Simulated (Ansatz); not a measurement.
**Energy profile**

The step: SiHOF₃ ([OH][Si]([F])([F])[F]) + HF → SiF₄ ([F][Si]([F])([F])[F]) + H₂O; bonds formed: Si1–F7, O2–H6; bonds broken: Si1–O2, H6–F7 (atoms numbered as in the saddle structure below).

Si1  (-0.405, 0.162, -0.426)
O2  (0.451, -0.742, 0.805)
F3  (-0.223, -0.306, -1.916)
F4  (-0.806, 1.664, -0.166)
F5  (-1.804, -0.530, -0.073)
H6  (1.329, -0.042, 0.517)
F7  (1.397, 0.713, -0.407)
H8  (0.062, -0.920, 1.665)
(Å)

Electronic energies by CCSD(T) at an estimated basis limit (MP2 extrapolated from triple and quadruple zeta, plus CCSD(T) − MP2 in triple zeta), on PBE0-D4/def2-TZVP structures; SiH2OF4, singlet; no counterpoise correction. Program: Ansatz 0.2.0. Basis: def2-TZVPP and def2-QZVPP. Cores are frozen in the correlated methods. Extrapolation: Hartree–Fock as exp(−7.88 √X), correlation as X^−2.97.

Give the profile in kJ/mol, counted from the separated reactants. (Judge from chemistry; the value comes from the calculation.)

By the calculation:
| point | kJ/mol |
| --- | --- |
| separated: SiHOF3 (linked as [OH][Si]([F])([F])[F]; Si1, O2, F3, F4, F5, H8; singlet) + HF (H6, F7; singlet) | 0.0 |
| start structure | -21.0 |
| saddle | 78.0 |
| end structure | -48.4 |
| separated: SiF4 (linked as [F][Si]([F])([F])[F]; Si1, F3, F4, F5, F7; singlet) + H2O (O2, H6, H8; singlet) | -32.7 |

No T1 diagnostic of these runs exceeds 0.012.

Steps of this kind, hydrogen fluoride cutting a network bond, underlie vapour etching and the fluorination step of atomic layer etching.

For scale, one of the runs: CCSD(T)/def2-TZVPP, 225 basis functions, launched by `ansatz run in.yaml --threads 8 --pin off --events-out ev --progress --plain --max-ram 19148MiB`. Hardware: 8 CPU threads of an Arm Neoverse V1, shared host. Wall time 100 s; peak host memory 4.2 GiB.
